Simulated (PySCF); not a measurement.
C8H9OP.
Bonds: C1–C2, C2–O3 (double), C2–C4, C4–C5 (aromatic), C5–P6 (aromatic), P6–C7 (aromatic), C7–C8 (aromatic), C8–C9, C8–C10 (aromatic), C4–C10 (aromatic). Hydrogens: H11, H12, H13 on C1; H14 on C5; H15 on C7; H16, H17, H18 on C9; H19 on C10.

Level: PBE0/pcSseg-1 in PySCF, non-relativistic, on one gas-phase PBE0-D3(BJ)/def2-SVP geometry that isn't relaxed in the solvent. The solvent is an IEF-PCM continuum (van der Waals radii × 1.2). Only the electrostatic response of the medium enters.

Gas phase at PBE0/pcSseg-1: HOMO -7.28 eV, LUMO -2.03 eV, dipole 1.13 D.

Question: What does the continuum do to the energy, the frontier levels and the dipole at PBE0/pcSseg-1 in benzene?

Answer: 
| solvent | ε | E(solvent) − E(gas) (kcal/mol) | polarisation term (kcal/mol) | distortion of the solute (kcal/mol) | HOMO (eV) | LUMO (eV) | dipole (D) |
| --- | --- | --- | --- | --- | --- | --- | --- |
| benzene | 2.271 | -2.68 | -2.88 | 0.20 | -7.25 | -2.01 | 1.31 |

Polarisation term: ½ Σ q·V over the induced surface charges. Distortion: the rise of the solute's own energy as its density leaves the gas-phase optimum.

Question: Which radius a makes the point-dipole formula ΔE = −[(ε − 1)/(2ε + 1)]·μ²/a³ give the value in benzene, with the gas-phase dipole?

Answer: μ = 0.446 au and |ΔE| = 0.00427 Eh give a = 1.17 Å; the farthest nucleus lies 4.16 Å from the centroid of the nuclei, so such a sphere wouldn't even hold the nuclei. The formula assumes a rigid point dipole at the centre of a sphere.

Question: Which Hirshfeld charges (PBE0/pcSseg-1) respond most in benzene (means over atoms taken as equivalent)?

Answer: 
| atoms | environment | gas (e) | solvent (e) | change |
| --- | --- | --- | --- | --- |
| O3 | ketone oxygen | -0.223 | -0.240 | -0.017 |
| P6 | phosphorus bonded to 2 C | +0.087 | +0.076 | -0.011 |
| H14 | aromatic hydrogen | +0.043 | +0.048 | +0.005 |
| H15 | aromatic hydrogen | +0.045 | +0.049 | +0.004 |
| H11/H12/H13 | methyl hydrogen | +0.054 | +0.057 | +0.003 |
| H16/H17/H18 | methyl hydrogen | +0.050 | +0.052 | +0.002 |

Question: Which Mayer bond orders change most in benzene?

Answer: 
```
  bond  length (Å)    gas  solvent  change
 C2–O3       1.210  1.997    1.980  -0.017
 C1–C2       1.507  1.050    1.058  +0.008
C10–C4       1.399  1.397    1.389  -0.008
 C2–C4       1.510  0.921    0.925  +0.004
C1–H11       1.101  0.934    0.931  -0.003
C1–H12       1.096  0.948    0.945  -0.003
C1–H13       1.100  0.937    0.934  -0.003
C5–H14       1.094  0.924    0.921  -0.003
```

Time: 42 s wall; peak memory 1.1 GiB. Hardware: one thread, Arm Neoverse V2 (aarch64), no GPU (shared host). This is the whole shielding run at PBE0/pcSseg-1 in benzene, SCF included.

Conformer computed: `[CH3:1][C:2](=[O:3])[c:4]1[cH:5][p:6][cH:7][c:8]([CH3:9])[cH:10]1`: C1–C2–C4–C5 -3°.
